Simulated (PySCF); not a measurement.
# Computed vibrations of [Hg(H2S)2]2+

[Hg(H2S)2]2+ (singlet). PySCF 2.14.0, RKS PBE, Hg def2-SVP with ECP60, S def2-SVP, H def2-SVP; non-relativistic Hamiltonian with scalar-relativistic core potentials where named; density fitting; no spin-orbit coupling. Central differences of gradients.

```xyz
7

Hg   -0.0050    0.0000    0.0000
S     0.0250   -0.1564    2.4976
H     0.8415    0.9313    2.7310
H    -1.1349    0.5532    2.7317
S     0.0250    0.1564   -2.4976
H     0.8415   -0.9313   -2.7310
H    -1.1349   -0.5532   -2.7317
```

Run from Python with OMP_NUM_THREADS=2. Where DIIS fails, smearing, a level shift and second-order steps follow.
It took 46 s on 2 threads of Arm Neoverse V1, on a shared host.

(1) What are the harmonic wavenumbers and infrared intensities?

(2) Is this a minimum?

Results:

(1) Modes are labelled in C2; negative numbers are unstable modes, those under 60 cm⁻¹ near the noise; a finer grid moves soft modes by up to 10 cm⁻¹.
| cm⁻¹ | km/mol | symmetry |
| --- | --- | --- |
| -36 | – | a |
| 73 | 26.4 | a |
| 78 | 15.5 | b |
| 222 | 0.0 | a |
| 273 | 0.2 | b |
| 621 | 0.1 | a |
| 636 | 25.6 | b |
| 645 | 15.8 | b |
| 666 | 4.7 | a |
| 1111 | 11.7 | b |
| 1112 | 0.5 | a |
| 2499 | 324.9 | b |
| 2504 | 3.4 | a |
| 2524 | 6.1 | b |
| 2525 | 180.3 | a |

(2) Probably not: 1 unstable, though so soft as to be near the noise; the lowest moves the atoms so:
```
Hg   0.01  0.00  0.00
S   -0.05  0.00  0.00
H    0.38 -0.32  0.00
H    0.23  0.45  0.00
S   -0.05  0.00  0.00
H    0.38  0.32  0.00
H    0.23 -0.45  0.00
```
